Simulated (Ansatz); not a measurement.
A structure relaxed at B3LYP-D4/def2-SVPD in Ansatz, charge -1, singlet:

```xyz
9

Rb   -1.1998   -2.0478   -1.3028
Rb    1.6175    1.1151   -1.1231
Rb    0.6379   -1.3557    2.3855
Rb   -2.3206    1.3660    0.8301
H    -1.4709    0.6130   -1.5867
H    -2.4739   -1.7398    1.6596
H     1.2309   -1.8720   -0.1659
H     0.5316    1.7724    2.0883
H     3.4473    2.1488   -2.7850
```

Task: Give its formula and point group.

Result: the cluster Rb4H5⁻. Point group Cs (tolerance 0.1 Å).

Task: Summarise the bond lengths by kind (pairs closer than 1.2 times the sum of covalent radii, bridged metal pairs left out).

Result: 4 × Rb–Rb 4.24 to 4.40 Å; 5 × H–Rb 2.67 to 2.69 Å.

In the def2 sets Rb takes a core potential; there is no spin–orbit coupling. Another isomer (singlet) lies 0.42 eV lower at PBE0-D4/def2-TZVPD; other spin states weren't run for this one.
